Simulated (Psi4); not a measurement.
A dimer, C3H8 ··· H4O4Si (SMILES CCC and O[Si](O)(O)O); the first 11 atoms form monomer A.

```
20

C     -1.2514    -0.3108     0.0732
C     -0.0385     0.6148     0.0257
C      1.2800    -0.1454    -0.0923
H     -1.3122    -0.9238    -0.8295
H     -1.1930    -0.9895     0.9279
H     -2.1831     0.2517     0.1574
H     -0.0205     1.2377     0.9249
H     -0.1387     1.3031    -0.8188
H      1.4213    -0.8187     0.7568
H      1.3022    -0.7528    -1.0005
H      2.1339     0.5339    -0.1247
O     -0.8128    -2.8199    -2.8644
Si     0.2642    -3.9151    -2.3031
O     -0.0553    -5.4768    -2.6689
O      1.6964    -3.5582    -3.0075
O      0.2283    -3.8056    -0.6718
H     -0.7257    -2.5478    -3.7814
H     -0.6969    -5.9344    -2.1200
H      2.3651    -4.2475    -3.0178
H      0.1183    -2.9302    -0.2921
```

Problem. What interaction energy does Psi4 1.11 with SAPT0/jun-cc-pVDZ, frozen core give, and which attractive term is the largest?

Solution. Total -1.29 kcal/mol: electrostatics -0.97, exchange 1.76, induction -0.39, dispersion -1.69. The most attractive term is dispersion.
